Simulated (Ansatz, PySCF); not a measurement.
ClFH3NOSi, SMILES N[Si@](O)(Cl)F. Atoms are numbered in the order given.

```xyz
8

N      0.3611     1.1323     1.4150
Si     0.1559    -0.0990     0.2606
O      1.5917    -0.6904    -0.2619
F     -0.7335    -1.2264     0.9956
Cl    -0.8507     0.4164    -1.4459
H      0.8703     1.9758     1.1769
H     -0.3925     1.3268     2.0651
H      2.2290    -0.8832     0.4336
```

Coordinates come from a PBE0-D3(BJ)/def2-SVP optimisation. The structure was generated by enumeration; whether it is a known compound was not checked. One conformer was computed; it need not be the lowest.

Two levels are set side by side: PBE-D3(BJ)/def2-SVP (Ansatz, a quantum-chemistry and plane-wave program) and PBE0-D3(BJ)/def2-SVP (Ansatz). Each level has its own optimised geometry; the coordinates shown are those of the second. Frequencies come from the Hessian of PySCF at each geometry. Differences are taken from unrounded values.

| quantity | PBE0-D3(BJ) |
|---|---|
| mean bond length (Å) | 1.427 |
| bond N1–Si2 (Å) | 1.700 |
| bond Si2–O3 (Å) | 1.638 |
| bond Si2–F4 (Å) | 1.613 |
| bond Si2–Cl5 (Å) | 2.047 |
| bond N1–H6 (Å) | 1.014 |
| bond N1–H7 (Å) | 1.014 |
| bond O3–H8 (Å) | 0.963 |
| highest harmonic wavenumber (cm⁻¹) | 3921 |
| mean harmonic wavenumber (cm⁻¹) | 1118 |
| zero-point energy (kcal/mol) | 28.78 |

Question: What does PBE-D3(BJ) give, and how far is it from PBE0-D3(BJ)? (Estimate from the structure and the level; the computed values follow.)

Answer: 
```csv
quantity,PBE-D3(BJ),PBE-D3(BJ) minus PBE0-D3(BJ)
mean bond length (Å),1.441,0.014
bond N1–Si2 (Å),1.717,0.017
bond Si2–O3 (Å),1.656,0.018
bond Si2–F4 (Å),1.629,0.016
bond Si2–Cl5 (Å),2.064,0.016
bond N1–H6 (Å),1.023,0.009
bond N1–H7 (Å),1.024,0.009
bond O3–H8 (Å),0.974,0.012
highest harmonic wavenumber (cm⁻¹),3750,-171
mean harmonic wavenumber (cm⁻¹),1081,-38
zero-point energy (kcal/mol),27.81,-0.97
```

Exact exchange shortens and stiffens bonds; PBE has none. Differences between two approximate levels are no errors against the true value.
